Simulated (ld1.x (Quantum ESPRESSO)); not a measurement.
**Pseudopotential generation for oxygen (O): TM, Wu–Cohen, scalar-relativistic.**

ld1.x (Quantum ESPRESSO) 7.5 input, shortened:

```
&input
   title='O', zed=8., rel=1, dft='WC', iswitch=3,
   config='[He] 2s2 2p2 3d-2'
 /
 &inputp
   pseudotype=2, tm=.true., lloc=0,
   nlcc=.true., rcore=0.70
 /
3
2P  2  1   2.00   0.00  1.95  1.95  0.0
3D  3  2  -2.00  -0.10  1.80  1.80  0.0
2S  1  0   2.00   0.00  0.80  0.80  0.0
 &test
   configts(1)='2s2 2p2'
 /
```

Task: Does the generator finish with these settings?

Result: Yes, a potential is produced and its reference levels are reproduced.

Task: Estimate the cutoffs (Ry, on a coarse ladder) from which the occupation-weighted sum of valence levels, in a spherical-Bessel basis at the reference potential, stays within 10 and 1 mRy of its value at 400 Ry.

Result: 90 Ry and 200 Ry.

Task: Does the potential have ghost states?

Result: No extra level below or beside the all-electron valence levels (p, d, s, f tested).

Task: Which valence shell sets the plane-wave cutoff?

Result: 2s: its level needs 180 Ry to come within 1 mRy, against 45 Ry for 2p.

Task: Tests: 2s2 2p4; 2s2 2p3; 2s2 2p1; 2s1 2p5; 2s2 2p3.5; 2s2 2p0; 2s2 2p4.3. Which has the largest error in its energy relative to the reference configuration, and how large is it?

Result: 2s2 2p0, with +2551 meV (all-electron minus pseudo) on +130.66 eV.
